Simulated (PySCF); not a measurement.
Molecule: C2H9BO, singlet. Atoms near the plane z = 1.2 Å, at the PBE0/def2-SVP optimised geometry (x, y, z in Å): B1 (0.3, 0.0, 0.0), H2 (1.5, 0.0, 0.0), C7 (-0.4, 1.5, 0.0), H9 (0.0, 2.1, 0.8), H10 (-1.5, 1.4, 0.1), O11 (0.0, -0.6, 1.6), H12 (0.4, -1.5, 1.7), H13 (-0.9, -0.6, 1.7).

Method: PBE0/def2-TZVP run with PySCF. The values are rescaled to run from 0 to 1.

```
|222211111111111111111111111|
|222211111111111111111111111|
|222211111111111111111111111|
|222211111111111111111111111|
|222211111111222211111111111|
|222221111112465311111111111|
|222222111113999421111111111|
|222222221113999411000111111|
|222222222223796210000011111|
|222222233223432100000011111|
|222223333333321100000001111|
|222333334444443210000001111|
|223333445667897420000001111|
|233334457999999931000011111|
|233344579999999952111111111|
|333344579999999973211111111|
|333344579999999995322111111|
|333344567999999996432222222|
|333334456778999997432222222|
|333334445567999996433222222|
|333333444556789875433222222|
|233333344455666655433222222|
|233333334444555544433322222|
|223333333344444444333222222|
|222333333333444433333222222|
|222233333333333333333222222|
|222223333333333333332222222|
```
Scale: ten equal steps from 0.000 (start of '0') to 1.00 (end of '9'), in the order '0123456789'; x runs from -4.50 to 4.50, y from -4.50 (bottom) to 4.50 (top).

**Question.** Which quantity is mapped?
A. an orbital amplitude
B. Laplacian of the electron density
C. electron localisation function
D. electrostatic potential

**Answer.** D, electrostatic potential. In full: electrostatic potential (hartree/e), clipped to [-0.08, 0.12].
